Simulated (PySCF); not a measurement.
Li(OH) (HLiO), SMILES [Li][OH].

The structure is a stationary point at B3LYP-D3(BJ)/def2-TZVPD. The isomer is the one that the SMILES or the coordinates give; other isomers of the formula were not compared.

All values below come from C-PCM-ωB97X/def2-TZVPD (PySCF).

The values are the electrostatic part of the solvation free energy, E(continuum) − E(gas) at the gas-phase geometry, in a cavity of scaled van der Waals radii (PySCF's table); cavitation and dispersion terms are not included. A continuum can't describe solvent molecules that bind to the metal. In vacuum the orbital gap is 9.15 eV. The dipole moment in vacuum is 4.60 D.

Estimate the values in water (ε = 78.36), acetonitrile (ε = 35.69), 2-propanol (ε = 19.26). (Estimate from the structure and the level; the computed values follow.)


```csv
solvent,ε,ΔG(elec) (kcal/mol),dipole (D),gap (eV)
water,78.36,-15.1,4.99,10.86
acetonitrile,35.69,-14.9,4.98,10.83
2-propanol,19.26,-14.5,4.97,10.79
```
